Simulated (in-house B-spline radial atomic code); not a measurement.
Ionisation energies along the 2-electron series, configuration 1s2, as differences of self-consistent energies. NIST's values go from ground level to ground level; the uncertainty of those that are theory runs from under 0.1 % in few-electron ions to several per cent in heavy many-electron ones. Computed with a B-spline radial code for spherical atoms: non-relativistic Hartree-Fock, average of the configuration, point nuclei.

| ion | configuration after | ionisation energy (eV) | IE/(q+1)² (eV) | -ε less Coulomb ΔSCF (eV) | tabulated value (eV) | tabulated kind | computed minus tabulated (eV) |
| --- | --- | --- | --- | --- | --- | --- | --- |
| Mg10+ | 1s1 | 1758.2 | 14.53 | 1.5128 | 1761.805 | tabulated theory | -4 |
| Al11+ | 1s1 | 2081.3 | 14.453 | 1.5126 | 2085.977 | tabulated theory | -5 |
| Si12+ | 1s1 | 2431.6 | 14.388 | 1.5124 | 2437.658 | tabulated theory | -6 |
| P13+ | 1s1 | 2809.2 | 14.333 | 1.5123 | 2816.909 | tabulated theory | -8 |
| S14+ | 1s1 | 3214.0 | 14.284 | 1.5121 | 3223.781 | tabulated theory | -10 |
| Cl15+ | 1s1 | 3645.9 | 14.242 | 1.512 | 3658.344 | tabulated theory | -12 |
| Ar16+ | 1s1 | 4105.1 | 14.205 | 1.5119 | 4120.666 | tabulated theory | -16 |
| K17+ | 1s1 | 4591.5 | 14.171 | 1.5118 | 4610.807 | tabulated theory | -19 |
| Ca18+ | 1s1 | 5105.2 | 14.142 | 1.5118 | 5128.858 | tabulated theory | -24 |
| Sc19+ | 1s1 | 5646.0 | 14.115 | 1.5117 | 5674.904 | tabulated theory | -29 |
| Ti20+ | 1s1 | 6214.0 | 14.091 | 1.5116 | 6249.023 | tabulated theory | -35 |
| V21+ | 1s1 | 6809.3 | 14.069 | 1.5116 | 6851.311 | tabulated theory | -42 |
| Cr22+ | 1s1 | 7431.7 | 14.049 | 1.5115 | 7481.862 | tabulated theory | -50 |
| Mn23+ | 1s1 | 8081.4 | 14.03 | 1.5115 | 8140.786 | tabulated theory | -59 |
| Fe24+ | 1s1 | 8758.3 | 14.013 | 1.5114 | 8828.186 | tabulated theory | -70 |
| Co25+ | 1s1 | 9462.4 | 13.998 | 1.5114 | 9544.182 | tabulated theory | -82 |
| Ni26+ | 1s1 | 10193.7 | 13.983 | 1.5113 | 10288.89 | tabulated theory | -95 |
